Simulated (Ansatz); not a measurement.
Reaction (cleavage of the Ge–Si bond): `[SiH3][GeH2][SiH2]Cl` + CH₃NH₂ → `C[NH][GeH2][SiH3]` + `[SiH3]Cl`

Computed with Ansatz on PBE0-D4/def2-TZVP structures; ΔE is electronic, products minus reactants. CCSD(T)/CBS adds triple-zeta CCSD(T) − MP2 to the extrapolated MP2 energy (def2 sets, frozen cores). This one scheme is used for every species. Functionals use def2-TZVPP. For Ge outer-core shells are correlated without core-valence functions, which leaves a few kJ/mol of doubt a bond. Scalar relativity is left out up to krypton. Each species was taken in one conformer, which may not be the lowest.

```json
{"level": "PBE-D4", "ΔE (kJ/mol)": "38.3", "difference from CCSD(T)/CBS": "10.5"}
{"level": "r2SCAN-D4", "ΔE (kJ/mol)": "31.6", "difference from CCSD(T)/CBS": "3.8"}
{"level": "PBE0-D4", "ΔE (kJ/mol)": "37.6", "difference from CCSD(T)/CBS": "9.8"}
{"level": "B2PLYP", "ΔE (kJ/mol)": "23.6", "difference from CCSD(T)/CBS": "-4.2"}
{"level": "PBE", "ΔE (kJ/mol)": "37.5", "difference from CCSD(T)/CBS": "9.7"}
{"level": "SCS-MP2/def2-TZVPP", "ΔE (kJ/mol)": "16.3", "difference from CCSD(T)/CBS": "-11.5"}
{"level": "CCSD/def2-TZVPP", "ΔE (kJ/mol)": "22.6", "difference from CCSD(T)/CBS": "-5.2"}
{"level": "CCSD(T)/def2-TZVPP", "ΔE (kJ/mol)": "23.0", "difference from CCSD(T)/CBS": "-4.8"}
{"level": "HF/def2-QZVPP", "ΔE (kJ/mol)": "13.6", "difference from CCSD(T)/CBS": "-14.2"}
{"level": "MP2/def2-QZVPP", "ΔE (kJ/mol)": "23.3", "difference from CCSD(T)/CBS": "-4.5"}
{"level": "CCSD(T)/CBS", "ΔE (kJ/mol)": "27.8", "difference from CCSD(T)/CBS": "0"}
```

Largest T1 diagnostic among the species: 0.012.

In def2-TZVPP, CCSD(T) changes the Hartree–Fock value by +8.7 kJ/mol (the triples alone add +0.4 kJ/mol) and MP2 by +6.6 kJ/mol.

CCSD(T)/CBS has its own doubt, a few kJ/mol and more with outer-core shells, so smaller differences from it don't rank the levels.
